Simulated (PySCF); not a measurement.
C₂H₉ClOSi₂, SMILES [Si@@H](Cl)(CCO)[SiH3]. Geometry: PBE0-D3(BJ)/def2-SVP. The structure was generated by enumeration; whether it is a known compound was not checked. The values are those of a single conformer.

Question: Give the equilibrium geometry at PBE0-D3(BJ)/def2-SVP (PySCF confirms it by a frequency run) as bond lengths and angles. (The exact figures need the calculation; the answer reports its results.)

Answer: One answer among several that fit: 
Atoms: O1 C2 C3 Si4 Si5 Cl6 H7 H8 H9 H10 H11 H12 H13 H14 H15. Bonded distances (Å): O1–C2 1.403, O1–H7 0.962, C2–C3 1.517, C2–H8 1.109, C2–H9 1.109, C3–Si4 1.890, C3–H10 1.103, C3–H11 1.103, Si4–Si5 2.343, Si4–Cl6 2.083, Si4–H12 1.494, Si5–H13 1.494, Si5–H14 1.496, Si5–H15 1.499. Bond angles (°): C2–O1–H7 109.1, O1–C2–C3 107.8, O1–C2–H8 111.7, O1–C2–H9 111.5, C3–C2–H8 110.1, C3–C2–H9 109.1, H8–C2–H9 106.8, C2–C3–Si4 112.7, C2–C3–H10 110.6, C2–C3–H11 110.3, Si4–C3–H10 107.2, Si4–C3–H11 109.0, H10–C3–H11 106.9, C3–Si4–Si5 110.9, C3–Si4–Cl6 111.5, C3–Si4–H12 110.3, Si5–Si4–Cl6 104.7, Si5–Si4–H12 110.8, Cl6–Si4–H12 108.4, Si4–Si5–H13 110.7, Si4–Si5–H14 109.3, Si4–Si5–H15 110.7, H13–Si5–H14 108.9, H13–Si5–H15 108.8, H14–Si5–H15 108.3.
